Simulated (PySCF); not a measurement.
**Ionisation energy of Bi(65+) by level of theory**

Bi(65+) [Ar] (1S) → Bi(66+) [Ne] 3s2 3p5 (2P), as a difference of total energies. All numbers are calculated (PySCF 2.14, the spin-free X2C one-electron Hamiltonian (Gaussian nucleus), in an uncontracted even-tempered set (17 s from 20 bohr⁻², ratio 2.5; 12 p from 26 bohr⁻², ratio 2.5; 4 d from 100 bohr⁻², ratio 2.7; 4 f from 150 bohr⁻², ratio 2.7)). Correlated levels: outer shells: 1s2 frozen; virtual orbitals above 40 to 60 times the deepest correlated orbital energy dropped. The calculations carry no spin-orbit coupling.

```tsv
method	ionisation energy (eV)
UHF	7771.9
LDA	7771.7
PBE	7772.9
PBE0	7773.2
r2SCAN	7774.6
BP86	7774.0
M06-L	7774.0
MP2 (outer shells)	7773.2
SCS-MP2 (outer shells)	7773.0
```

A first-order spin-orbit estimate (lowest level to lowest level, LS coupling) adds -183.9 eV.

Breit and QED terms and the two-electron picture change are absent.

For comparison: 7580 ± 30 eV (theoretical estimate listed by NIST; NIST Atomic Spectra Database, ionization energies).
